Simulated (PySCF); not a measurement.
Excitations are Tamm–Dancoff values on a coarser integration grid. The basis has no diffuse functions, so Rydberg states are missing or too high.

## H₂BCl, SMILES `ClB` (charge 0, multiplicity 1)

Calculation: ωB97X-D3(BJ)/def2-TZVP // B3LYP-D3(BJ)/def2-TZVP (PySCF).

* **HOMO**: -11.18 eV
* **dipole moment**: 0.66 D
* **LUMO**: 0.36 eV
* **HOMO–LUMO gap**: 11.54 eV
* **S1 excitation (TDA)**: 5.24 eV
* **S1 oscillator strength**: 0.000
* **brightest of the four lowest singlets (TDA)**: 7.75 eV
* **T1 excitation (TDA)**: 4.86 eV
* **S1–T1 gap (TDA)**: 0.38 eV
* **total energy**: -13233.36 eV
* **cost**: very roughly 17 core-seconds

```xyz
4

B     -0.1560     0.0059    -0.0014
Cl     1.5849    -0.0594     0.0132
H     -0.6753     1.0713    -0.0053
H     -0.7536    -1.0177    -0.0065
```
